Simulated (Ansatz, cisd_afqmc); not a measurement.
System: H₂GeO, charge 0, singlet. H2GeO (SMILES [OH][GeH]).
B3LYP-D3(BJ)/def2-TZVP minimum from Ansatz (a program for electronic structure):
```xyz
4

Ge    -0.2357    -0.1982     0.2492
H     -1.4067    -0.0497    -0.8648
O      1.0260     0.6744    -0.6940
H      0.7418     0.9956    -1.5564
```

Atomisation energy term by term, kcal/mol (programs: Ansatz, cisd_afqmc). Open shells are spin-unrestricted; no spin-orbit coupling. Cores are frozen in correlated methods (noble-gas shells, and filled d and f shells in the p block). No relativity. The Monte Carlo rows (phaseless AFQMC, CISD trial, step 0.005/hartree) carry one-sigma bars that omit the constraint's bias. Outlying blocks are dropped, and bars are widened where a walk drifts. Over all cases where full CI ran beside it in this data, AFQMC minus full CI had a median of +0.1 mEh and passed +0.4 mEh in a tenth of the cases. CBS(X,Y): correlation extrapolated as X^-3, Hartree-Fock from the larger set (Q,5: extrapolated as (X+1)exp(-9√X)). A bracket is a step between two methods taken in the basis named. For partners of very few electrons the exact lower level stands in for a higher one.

| term | basis | kcal/mol |
|---|---|---|
| Hartree-Fock | CBS(cc-pVQZ,cc-pV5Z) | 180.73 |
| CCSD correlation | CBS(cc-pVQZ,cc-pV5Z) | 94.71 |
| (T) | CBS(cc-pVQZ,cc-pV5Z) | 6.30 |
| CCSDT(Q) - CCSD(T) | cc-pVQZ | 0.20 |
| CCSDTQ - CCSDT(Q) | cc-pVDZ | -0.10 |
| sum: De |  | 281.8 |

The step beyond CCSD(T) by other levels: CCSDTQ in cc-pVDZ 0.61; AFQMC/CISD in cc-pVDZ 0.70 ± 0.24; CCSDT(Q) in cc-pVDZ 0.71; CCSDT(Q) in cc-pVTZ 0.26 kcal/mol.
